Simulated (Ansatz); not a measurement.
Mulliken charges of `COC(F)Br` from ωB97M-V/def2-TZVPP in Ansatz (PBE0-D4/def2-TZVP geometry).

```
atom   x (Å)   y (Å)   z (Å)  charge (e)
  C1  -0.148  -1.054  -0.657      -0.198
  O2   0.652   0.093  -0.403      -0.245
  C3   0.156   0.887   0.568       0.175
  F4  -0.959   1.545   0.149      -0.182
 Br5   1.507   2.194   1.034      -0.063
  H6  -1.119  -0.772  -1.071       0.140
  H7   0.399  -1.653  -1.382       0.137
  H8  -0.294  -1.635   0.260       0.114
  H9  -0.106   0.349   1.485       0.123
```

Q: By hand: the dipole of these point charges (1 e Å = 4.8032 D).

A: Σ q r = (-0.172, -0.556, 0.109) e Å, of length 0.592 e Å = 2.84 D.

Q: How does the dipole of the full density compare? (Estimate.)

A: Ansatz gave: (-0.193, -0.557, 0.038) e Å, 2.84 D; the point charges give 1.00 times that, at 7° from its direction.

Point charges leave out the atoms' own dipoles, such as those of lone pairs, and Mulliken's split depends on the basis, so the close match here is no proof of good charges.
